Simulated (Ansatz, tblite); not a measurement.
Cost and result up the ladder for MnN3F3H9⁻ (relaxed from a model of mer-[MnF3(NH3)3]-, whose bonding it doesn't keep) (16 atoms). Charge -1, multiplicity 6. Geometry: B3LYP-D4/def2-SVPD.

```tsv
atom	x (Å)	y (Å)	z (Å)
Mn1	0.355	-0.092	0.631
F2	-1.369	-1.103	0.437
F3	1.298	0.279	-1.111
F4	1.162	0.419	2.423
N5	-1.460	0.315	-2.122
H6	-0.431	0.316	-2.122
H7	-1.773	-0.086	-3.002
H8	-1.705	-0.341	-1.369
N9	-0.790	1.915	0.319
H10	-0.143	2.690	0.205
H11	-1.465	2.142	1.043
H12	-1.274	1.743	-0.569
N13	1.742	-1.932	1.186
H14	2.560	-2.053	0.599
H15	1.334	-2.829	1.427
H16	1.960	-1.383	2.023
```

Ansatz on 4 threads of Intel Xeon Platinum 8488C on a shared host; xTB runs through tblite on one thread. Times are rough, summed over both states, and most runs start from the orbitals of an earlier one. No level here is sound enough to serve as a yardstick. The other state is a quartet at its own geometry.

The 6-31G sets use Cartesian d functions. The xTB rows come from tblite. B3LYP takes the VWN-RPA correlation. In the sextet geometry the species has come apart into loosely held pieces. In the quartet geometry the species has come apart into loosely held pieces. The name describes the sextet; other states may take another shape.

Run but left out: HF/6-31G, HF/def2-SVPD, r2SCAN-D4/def2-TZVPD, PBE0-D4/def2-TZVPD, r2SCAN0-D4/def2-TZVPD, HSE06-D4/def2-TZVPD, BHLYP-D4/def2-TZVPD, MP2/def2-SVPD (quartet: ⟨S²⟩ 4.15 to 4.39, where a pure state has 3.75).

xTB has no spin-polarisation term.

```tsv
level	functions	quartet − sextet (eV)	remarks
GFN1-xTB	51	-1.36	–
GFN2-xTB	42	-0.76	–
B3LYP-D4/6-31G	101	1.51	HOMO above zero (quartet), HOMO above zero (sextet)
PBE-D4/def2-TZVPD	360	1.16	HOMO above zero (quartet), HOMO above zero (sextet), spin-contaminated (⟨S²⟩ 3.93) (quartet)
```

Question: Estimate how long each takes.

Answer: GFN2-xTB 0.02 s; GFN1-xTB 0.035 s; B3LYP-D4/6-31G 14 s; PBE-D4/def2-TZVPD 35 s. On shared hardware such times vary by a factor of up to 3.
